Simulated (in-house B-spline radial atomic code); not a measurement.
Results of a calculation; reference values are marked as such.
C6 from the polarisability at imaginary frequency: Yb III (Yb2+)

B3LYP (VWN-RPA) linear response of the closed shell [Xe] 4f14, from an all-electron radial atomic-structure program (B-spline basis); scalar-relativistic (spin-free one-electron X2C), finite nucleus, no spin-orbit coupling; shells from n = 3 respond.

The dispersion coefficient of two like species is C6 = (3/π) ∫ α(iu)² du from 0 to ∞.

```csv
u (hartree),α(iu) (bohr³)
0,7.439
0.156,6.523
0.364,5.277
0.624,4.382
1.04,3.332
1.56,2.404
2.34,1.575
3.64,0.9174
5.2,0.5703
7.79,0.3229
13,0.1506
26,0.04983
```

(1) Fit one oscillator, α(iu) = α(0)/(1 + u²/ω²), through u = 1.56 and estimate C6.

(2) How does that compare with the full integral?

Answers

(1) From α(0)/α(iu) − 1 = 7.439/2.404 − 1 = 2.0944, ω = u/√2.0944 = 1.0779 hartree (29.3 eV). London's formula gives C6 = (3/4) α(0)² ω = 0.75 × 7.439² × 1.0779 = 44.74 hartree·bohr⁶, and the oscillator holds f = α(0) ω² = 8.64 electrons, of a sum of oscillator strengths of 61.7.

(2) The program's quadrature over all excitations gives C6 = 36.23, so the single oscillator is off by +23.5 %. At the last point the fit gives α = 0.0128 against 0.0498: higher excitations, and deeper shells where there are any, keep the true curve higher at large u.
